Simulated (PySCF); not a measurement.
## Calculated NMR parameters of N#C[C@@H]1OC[SiH2]N[Si@H]1N

- Formula: C3H9N3OSi2
- SMILES: N#C[C@@H]1OC[SiH2]N[Si@H]1N
- Point group of the computed structure: C1
- Degrees of unsaturation: 3
- Carbon signals: 3
- Proton signals: 8

Structure with atom numbers: `[N:1]#[C:2][C@@H:3]1[O:4][CH2:5][SiH2:6][NH:7][Si@H:8]1[NH2:9]`; H(Xn) means a hydrogen on atom n. Ha(C5), Ha(Si6) are cis to C2 on the ring; Hb(C5), Hb(Si6) are trans to C2 on the ring.

PySCF calculation with shielding tensors at PBE0/pcSseg-1 (GIAO) and GFN2-xTB structure; averaged over atoms made equivalent by symmetry, fast rotation or ring inversion, non-relativistic Hamiltonian, in vacuum, a single conformation.

Chemical shifts δ = σref − σ; TMS for $^{1}$H (31.72 ppm), $^{13}$C (186.93 ppm), $^{29}$Si (349.16 ppm); $^{15}$N (267.73 ppm) vs NH3; $^{17}$O (336.08 ppm) vs H2O, all at this level.

```tsv
carbon	δC, type	δH (multiplicity)	HMBC from (2–3 bonds)	span of the C tensor (ppm)
C2	121.6, C	–	H(Si8), H(C3)	346
C3	57.4, CH	4.25 (m)	H(Si8), Ha(C5), Hb(C5)	63
C5	55.4, CH2	Ha(C5) 4.40 (m); Hb(C5) 3.86 (m)	Hb(Si6), Ha(Si6), H(C3)	91
```

Other nuclei:
| atoms | nucleus | environment | δ (ppm) | σ (ppm) |
| --- | --- | --- | --- | --- |
| Hb(Si6) | $^{1}$H | hydrogen on a silicon bonded to C, N, in a 6-membered ring | 5.10 | 26.62 |
| Ha(Si6) | $^{1}$H | hydrogen on a silicon bonded to C, N, in a 6-membered ring | 4.87 | 26.84 |
| H(Si8) | $^{1}$H | hydrogen on a silicon bonded to C, 2 N, in a 6-membered ring | 4.82 | 26.89 |
| H(N9) | $^{1}$H | hydrogen on a nitrogen bonded to Si | 1.16 | 30.56 |
| H(N7) | $^{1}$H | hydrogen on a nitrogen bonded to 2 Si, in a 6-membered ring | 0.22 | 31.50 |
| Si8 | $^{29}$Si | silicon bonded to C, 2 N, H, in a 6-membered ring | -37.4 | 386.6 |
| Si6 | $^{29}$Si | silicon bonded to C, N, 2 H, in a 6-membered ring | -44.7 | 393.9 |
| N1 | $^{15}$N | nitrile nitrogen | 321.5 | -53.8 |
| N9 | $^{15}$N | nitrogen bonded to Si, 2 H | 35.2 | 232.5 |
| N7 | $^{15}$N | nitrogen bonded to 2 Si, H, in a 6-membered ring | 28.1 | 239.7 |
| O4 | $^{17}$O | ether oxygen | -15.5 | 351.6 |

1. Carbon types of the structure: 1 × C, 1 × CH, 1 × CH2, leaving 6 H on heteroatoms.
2. δC 121.6: nitrile carbon; C≡N carbons fall here, among the sp2 signals but without a proton.
3. δC 55.4: sp3 CH2 bonded to O and Si; the inductive effect lowers its shielding.
4. δH 4.40, 3.86: hydrogen on an sp3 CH2 bonded to O and Si; its carbon carries O, which withdraws density.
5. δH 1.16: hydrogen on a nitrogen bonded to Si; labile proton, position sensitive to the medium.
6. δH 0.22: hydrogen on a nitrogen bonded to 2 Si, in a 6-membered ring; labile proton, position sensitive to the medium.

The OH or NH signal is concentration- and solvent-dependent in practice; the value given is the gas-phase one. Shifts are as computed. Against solution values, carbons near 30 ppm lie about +3 ppm off and those near 130 ppm about +5 ppm. Of 1211 compounds with measured shifts, 218 miss one by over three times the rms of a fit or turn the order of signals round; such compounds aren't used in these exercises. Experimental scales use liquid or dissolved standards, which lie at an offset from isolated NH3 (liquid NH3: subtract about 20 ppm) and H2O (liquid H2O: subtract about 36 ppm). Unscaled 15N shifts of sp2 nitrogen come out 20 to 40 ppm too high even then. No couplings were computed; multiplicities are counted from neighbouring protons, with m where these are inequivalent, close in shift, in a saturated or five-membered ring or joined by F or P, and br s for small geminal =CH2 splittings.
